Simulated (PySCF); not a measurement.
## Basis-set dependence of excited states

Species: CH3BFN.
InChI=1S/CH3BFN/c1-4-2-3/h1H,2H2

TDDFT with PBE0 (PySCF), vertical singlets, core orbitals frozen in the response, spherical d and f functions. Isolated species at its PBE0-D3(BJ)/def2-SVP geometry, gas phase.

Task: Compare 6-31G*, def2-SVP, 6-31+G*, def2-SVPD, aug-cc-pVDZ, def2-TZVP, def2-TZVPD and aug-cc-pVTZ for this molecule.

Result: 

```
      basis  functions  diffuse  S1 (eV)  S2 (eV)  S3 (eV)  S4 (eV)  S5 (eV)  LUMO (eV)  α (au)
     6-31G*         62       no     4.79     5.48     6.60     6.91     7.61      -1.11    30.0
   def2-SVP         71       no     4.67     5.37     6.51     6.81     7.31      -1.38    31.2
    6-31+G*         78      yes     4.75     5.37     6.63     6.63     6.92      -1.53    33.9
  def2-SVPD        107      yes     4.67     5.33     6.56     6.84     7.07      -1.61    37.6
aug-cc-pVDZ        119      yes     4.66     5.27     6.44     6.56     6.83      -1.61    38.1
  def2-TZVP        142       no     4.70     5.34     6.58     6.87     7.13      -1.52    35.3
 def2-TZVPD        178      yes     4.67     5.30     6.56     6.67     6.84      -1.60    38.3
aug-cc-pVTZ        253      yes     4.66     5.26     6.43     6.55     6.81      -1.63    38.4
```

States are compared by their number. Against the largest diffuse basis here (aug-cc-pVTZ, itself not a converged limit), sets without diffuse functions differ by up to 0.13 eV in S1 and 0.80 eV in S5; the smaller diffuse sets differ by up to 0.09 and 0.26 eV. State by state, the largest deviation of a set without diffuse functions is S1 0.13, S2 0.22, S3 0.17, S4 0.37, S5 0.80 eV. The same number needn't mean the same state in each row. Against aug-cc-pVTZ the polarisability deviates by -22% in 6-31G*, -19% in def2-SVP, -12% in 6-31+G*, -2% in def2-SVPD, -1% in aug-cc-pVDZ, -8% in def2-TZVP, 0% in def2-TZVPD. A single + in a Pople set puts diffuse functions on heavy atoms only.
